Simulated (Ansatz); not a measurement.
Mulliken charges of `C#C[SiH](Cl)Cl` from r2SCAN/def2-TZVPP in Ansatz (PBE0-D4/def2-TZVP geometry).

| atom | x (Å) | y (Å) | z (Å) | charge (e) |
| --- | --- | --- | --- | --- |
| C1 | 0.222 | -0.669 | 1.882 | -0.090 |
| C2 | 0.128 | -0.285 | 0.743 | -0.333 |
| Si3 | 0.013 | 0.283 | -0.969 | 0.696 |
| Cl4 | -1.511 | -0.698 | -1.899 | -0.216 |
| Cl5 | -0.354 | 2.286 | -0.987 | -0.216 |
| H6 | 0.302 | -1.008 | 2.890 | 0.220 |
| H7 | 1.261 | 0.024 | -1.705 | -0.061 |

Problem. By hand: the dipole of these point charges (1 e Å = 4.8032 D).

Solution. Σ q r = (0.339, -0.214, 0.272) e Å, of length 0.484 e Å = 2.32 D.

Problem. How does the dipole of the full density compare? (Estimate.)

Solution. Ansatz gave: (0.185, -0.159, 0.287) e Å, 1.81 D; the point charges give 1.28 times that, at 17° from its direction.

Point charges leave out the atoms' own dipoles, such as those of lone pairs, and Mulliken's split depends on the basis, so the two needn't agree.
